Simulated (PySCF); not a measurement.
Ge(H)3(iBu) (C4H12Ge), SMILES C(C)(C)[CH2][GeH3]. Geometry: B3LYP-D3(BJ)/def2-SVP. The isomer is the one that the SMILES or the coordinates give; other isomers of the formula were not compared. One conformer was computed; it need not be the lowest.

Computed equilibrium geometry at B3LYP-D3(BJ)/def2-SVP (PySCF confirms it by a frequency run) as Cartesian coordinates in Å, and its point group (one conformer of several):
point group Cs.
```xyz
17

Ge     1.3416    -0.1307     0.0000
C     -0.2301     1.0746     0.0000
C     -1.6320     0.4368     0.0000
C     -1.8961    -0.3880     1.2639
C     -1.8961    -0.3880    -1.2639
H      2.6152     0.7437     0.0000
H      1.3780    -1.0343     1.2513
H      1.3780    -1.0343    -1.2513
H     -0.1131     1.7265    -0.8823
H     -0.1131     1.7265     0.8823
H     -2.3550     1.2744     0.0000
H     -1.2424    -1.2748     1.3087
H     -2.9382    -0.7444     1.2922
H     -1.7165     0.2034     2.1763
H     -1.2424    -1.2748    -1.3087
H     -1.7165     0.2034    -2.1763
H     -2.9382    -0.7444    -1.2922
```
Charge 0, spin multiplicity 1.
